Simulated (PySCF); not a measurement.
# Radial density of S (sulfur, neutral)

BLYP, [Ne] 3s2 3p4, high-spin 3P determinant. Computed with PySCF 2.14 in aug-cc-pwCVDZ (6s5p3d, 36 functions), with no relativity, point nucleus.

```csv
r (bohr),4πr²ρ (e/bohr),4πr²(ρα − ρβ)
0.00136,0.05923,0.0000
0.00229,0.1631,0.0000
0.00385,0.4381,0.0000
0.00648,1.141,0.0000
0.0109,2.802,0.0001
0.0183,6.262,0.0004
0.0308,11.92,0.0018
0.0518,17.45,0.0088
0.0872,17.14,0.0390
0.147,12.30,0.1292
0.247,15.20,0.2354
0.415,16.43,0.1126
0.698,5.811,0.0567
1.17,3.172,0.8396
1.97,2.852,0.9802
3.32,0.5902,0.2213
5.59,0.02353,0.0065
9.40,0.0002800,0.0000
```
